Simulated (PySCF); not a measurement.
OSr, SMILES [O]=[Sr].

Geometry: B3LYP-D3(BJ)/def2-TZVPD. The def2 effective core potentials stand for the cores of Sr; spin–orbit coupling is left out.

The numbers are results of TDDFT-PBE/def2-TZVPD (PySCF), not measurements.

Vertical excitations; the highest root listed may be one member of a degenerate set. The molecule is in vacuum. State labels are in the subgroup C2v.

Computed UV-visible absorptions:
```json
[
 {"state": "S1", "symmetry": "B1", "energy (eV)": "1.55", "λ (nm)": "801", "f": "0.001", "main pairs": "HOMO−2→LUMO (degenerate set)"},
 {"state": "S2", "symmetry": "B2", "energy (eV)": "1.55", "λ (nm)": "801", "f": "0.001", "main pairs": "HOMO−1→LUMO (degenerate set)"},
 {"state": "S3", "symmetry": "A1", "energy (eV)": "1.59", "λ (nm)": "781", "f": "0.044", "main pairs": "HOMO→LUMO 98 %"},
 {"state": "S4", "symmetry": "B1", "energy (eV)": "2.89", "λ (nm)": "430", "f": "0.034", "main pairs": "HOMO→LUMO+1 (degenerate set)"},
 {"state": "S5", "symmetry": "B2", "energy (eV)": "2.89", "λ (nm)": "430", "f": "0.034", "main pairs": "HOMO→LUMO+2 (degenerate set)"},
 {"state": "S6", "symmetry": "A2", "energy (eV)": "3.16", "λ (nm)": "393", "f": "0.000", "main pairs": "HOMO−2→LUMO+2, HOMO−1→LUMO+1 (degenerate set)"},
 {"state": "S7", "symmetry": "A1", "energy (eV)": "3.16", "λ (nm)": "393", "f": "0.000", "main pairs": "HOMO−1→LUMO+2, HOMO−2→LUMO+1 (degenerate set)"},
 {"state": "S8", "symmetry": "A1", "energy (eV)": "3.19", "λ (nm)": "389", "f": "0.006", "main pairs": "HOMO−2→LUMO+1, HOMO−1→LUMO+2 (degenerate set)"},
 {"state": "S9", "symmetry": "A2", "energy (eV)": "3.19", "λ (nm)": "388", "f": "0.000", "main pairs": "HOMO−1→LUMO+1, HOMO−2→LUMO+2 (degenerate set)"},
 {"state": "S10", "symmetry": "A1", "energy (eV)": "3.50", "λ (nm)": "354", "f": "0.181", "main pairs": "HOMO→LUMO+3 89 %"},
 {"state": "T1", "symmetry": "A1", "energy (eV)": "1.02", "λ (nm)": "1214", "f": "0", "main pairs": "HOMO→LUMO 99 %"},
 {"state": "T2", "symmetry": "B1", "energy (eV)": "1.43", "λ (nm)": "867", "f": "0", "main pairs": "HOMO−2→LUMO (degenerate set)"},
 {"state": "T3", "symmetry": "B2", "energy (eV)": "1.43", "λ (nm)": "867", "f": "0", "main pairs": "HOMO−1→LUMO (degenerate set)"},
 {"state": "T4", "symmetry": "B2", "energy (eV)": "2.79", "λ (nm)": "445", "f": "0", "main pairs": "HOMO→LUMO+2 99 %"}
]
```
Triplets are in the Tamm–Dancoff approximation, which puts them higher than full response would, so one can lie above its singlet here.
